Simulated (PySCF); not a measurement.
**Electronic structure of Ni⁺ (nickel, charge +1) at the M06-2X level**

Configuration: [Ar] 3d9, 2D determinant. Calculation: PySCF 2.14, in cc-pVTZ (7s6p4d2f1g, 68 functions); no relativity, point nucleus.

```json
{
  "Total energy": "-1507.989 hartree",
  "One-electron energy": "-2089.795 hartree",
  "Hartree (Coulomb) energy": "644.882 hartree",
  "Exchange-correlation energy": "-63.076 hartree",
  "Kinetic energy": "1506.32311 hartree",
  "⟨S²⟩": "0.7519",
  "⟨L²⟩": "6.011",
  "Sum of ⟨r⟩": "17.61 bohr",
  "Sum of ⟨r²⟩": "19.72 bohr²",
  "Traceless quadrupole moment −½Σ⟨3z² − r²⟩ along its main axis": "-0.428 e·bohr²",
  "Density at the nucleus (Gaussians lack the cusp)": "14800 bohr⁻³",
  "Spin density at the nucleus": "-0.225 bohr⁻³",
  "Langevin diamagnetic susceptibility": "-15.6 ×10⁻⁶ cm³/mol",
  "Time after the integrals": "5.2 s of wall time on 1 thread of Neoverse-V1 (shared host)"
}
```

| shell | electrons | mean orbital energy (hartree) | spread (hartree) | rms radius, mean of both spins (bohr) |
| --- | --- | --- | --- | --- |
| 1s β | 1 | -302.04447 | 0 | 0.0635 |
| 1s α | 1 | -302.04442 | 0 | 0.0635 |
| 2s α | 1 | -36.62072 | 0 | 0.269 |
| 2s β | 1 | -36.58866 | 0 | 0.269 |
| 2p α | 3 | -32.04578 | 0.03544 | 0.239 |
| 2p β | 3 | -32.01930 | 0.00600 | 0.239 |
| 3s α | 1 | -4.50007 | 0 | 0.813 |
| 3s β | 1 | -4.45460 | 0 | 0.813 |
| 3p α | 3 | -3.07768 | 0.06700 | 0.860 |
| 3p β | 3 | -3.01487 | 0.00466 | 0.860 |
| 3d α | 5 | -0.67621 | 0.07516 | 1.22 |
| 3d β | 4 | -0.63156 | 0.04192 | 1.22 |
